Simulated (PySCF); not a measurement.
BeAl: energy against distance

Set-up: basis Be def2-TZVP, Al def2-TZVP; no relativity; PySCF 2.14. Energies in eV from Be + Al in their ground configurations at the same level. State: ²Π (doublet), unpaired electrons π ↑.

All columns are PBE0. A positive dipole means Be(−)Al(+).

```
R (Å)  E (eV)  μ (D)  Mulliken charge on Be (basis-dependent)  HOMO (eV)  LUMO (eV)  Mayer bond order  ⟨S²⟩
2.079  -0.442  -0.44                                    -0.14      -4.81      -2.94              1.56  0.96
2.175  -0.635  -0.42                                    -0.11      -4.67      -2.84              1.50  0.92
2.272  -0.739  -0.38                                    -0.08      -4.55      -2.74              1.45  0.88
2.345  -0.775  -0.34                                    -0.07      -4.47      -2.68              1.40  0.84
2.417  -0.785  -0.30                                    -0.05      -4.39      -2.63              1.35  0.79
2.490  -0.776  -0.23                                    -0.03      -4.33      -2.59              1.28  0.76
2.586  -0.742  -0.17                                    -0.02      -4.26      -2.53              1.19  0.77
2.707  -0.676  -0.13                                     0.00      -4.17      -2.48              1.08  0.77
2.852  -0.581  -0.11                                     0.01      -4.09      -2.50              0.93  0.77
3.045  -0.454  -0.13                                     0.03      -4.01      -2.50              0.74  0.77
```

A fit through these points gives, at Re = 2.414 Å, μ = -0.30 D and dμ/dR = 0.820 D/Å; the reduced mass is 6.756 u.

How strong is the fundamental in the double-harmonic approximation, I = 42.26·(dμ/dR)²/μred km/mol?

I = 42.26·(0.820)²/6.756 = 4.21 km/mol at PBE0.

The state was picked by a PBE0 search and need not be the measured ground state.
